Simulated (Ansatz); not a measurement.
Consider the ligand exchange at the Si–Se bond: `CO[SiH2][SeH]` + `CO[SiH2]S` → `CO[SiH2]S[SiH2]OC` + H₂Se.

Calculated with Ansatz (gas phase, PBE0-D4/def2-TZVP geometries, no zero-point term in ΔE). CCSD(T)/CBS is the MP2 limit (def2-TZVPP, def2-QZVPP) plus CCSD(T) − MP2 in def2-TZVPP, frozen cores. This one scheme is used for every species. Functionals use def2-TZVPP. B3LYP here is the variant with VWN-RPA as its local correlation; programs differ in this. For Se outer-core shells are correlated without core-valence functions, which leaves a few kJ/mol of doubt a bond. Scalar relativity is left out up to krypton. One conformer a species, not always the lowest.

(1) Is it downhill or uphill in electronic energy at CCSD(T)/CBS, and by how much? (An estimate is asked.)

(2) What do these levels give: r2SCANh-D4, r2SCAN0-D4, ωB97M-V, PBE, B3LYP, r2SCAN0, LC-ωPBE, RPA@PBE/def2-TZVPP, HF/def2-SVP, HF/def2-TZVPP, CCSD/def2-TZVPP, CCSD/CBS(def2)? (An estimate is asked.)

Largest T1 diagnostic among the species: 0.012.

Results:

(1) The calculation gave: Downhill: ΔE = -8.7 kJ/mol.

(2) Computed: r2SCANh-D4 -10.5, r2SCAN0-D4 -10.2, ωB97M-V -11.4, PBE -0.7, B3LYP 1.6, r2SCAN0 -6.1, LC-ωPBE -3.2, RPA@PBE/def2-TZVPP -9.8, HF/def2-SVP -5.7, HF/def2-TZVPP 2.3, CCSD/def2-TZVPP -7.6, CCSD/CBS(def2) -6.0 kJ/mol.

Leaving LDA and LC-ωPBE aside and taking each functional with its dispersion term where it has one, the values, not all of them listed here, spread over 10.8 kJ/mol, from BLYP-D4 to B2PLYP. LDA lies −10.4 kJ/mol from PBE without D4. In def2-TZVPP, CCSD(T) changes the Hartree–Fock value by −12.5 kJ/mol (the triples alone add −2.6 kJ/mol) and MP2 by −13.2 kJ/mol.
